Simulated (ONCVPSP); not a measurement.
Si (Z = 14): one change to an ONCV potential, before and after

ONCVPSP 4.0.1 input, shortened (lines: element, Z, core and valence counts, functional; n l f; lmax; l rc ep ncon nbas qcut; lloc lpopt rc5 dvloc0; l nproj debl; icmod fcfact rcfact), LDA (Perdew-Zunger), scalar-relativistic:

```
  Si 14.00    3    1        3      upf
    1    0    2.00
    2    0    2.00
    2    1    6.00
    3    0    2.00
    2
    0    1.45    0.00    4    8    3.90
    1    1.40    0.42    4    9    6.60
    2    1.30    0.03    4    8    6.50
    4    5    1.10    3.00
    0    1    2.60
    1    1    0.90
    2    2    3.10
    3    2.25    1.50
```

In the p channel the program set the typed energies aside and used 0.050 Ha.

Change: p: rc 1.26.

Cutoffs: the cutoffs (Ha) at which the residual kinetic energy of the hardest occupied pseudo-wave falls to 1 and 0.1 mHa per electron; they do not see the model core or the augmentation charge, which bear on the density cutoff. Errors are all-electron minus pseudo energies relative to the spin-unpolarised reference configuration.

**Question.** How do hardness, ghosts and transferability respond?

**Answer.** The potential gets neither clearly harder nor softer (8.4 Ha and 30 Ha → 8.4 Ha and 30 Ha); of the 4 tests that both files solve, the error grows in 3 and shrinks in 0 by more than 15 % and 0.3 meV (median size 190.3 → 334.7 meV); neither file shows a bound ghost. That the errors move this way runs against the usual rule that smaller radii transfer better.

```tsv
quantity	base	changed
cutoff, loose	8.4 Ha	8.4 Ha
cutoff, tight	30 Ha	30 Ha
bound ghosts	none	none
GHOST(+) flags under 300 eV	s at 30.4 eV	s at 30.4 eV
error for 3s2 3p2, meV [ΔE -23.94 eV]	+275	+471
error for 3s2 3p1, meV [ΔE -16.11 eV]	+157	+280
error for 3s1, meV [ΔE 34.14 eV]	+22	+22
error for 3s2 3p1.5, meV [ΔE -20.98 eV]	+224	+389
s: phases at 1.47 bohr within 0.05 rad from the reference energy up to (Ha; the scan ends near 5)	-0.0	-0.0
d: phases at 1.32 bohr within 0.05 rad from the reference energy up to (Ha; the scan ends near 5)	to the end of the scan	to the end of the scan
rms error of d²Exc/dni dnj with the model core, mHa	2.47	2.47
```
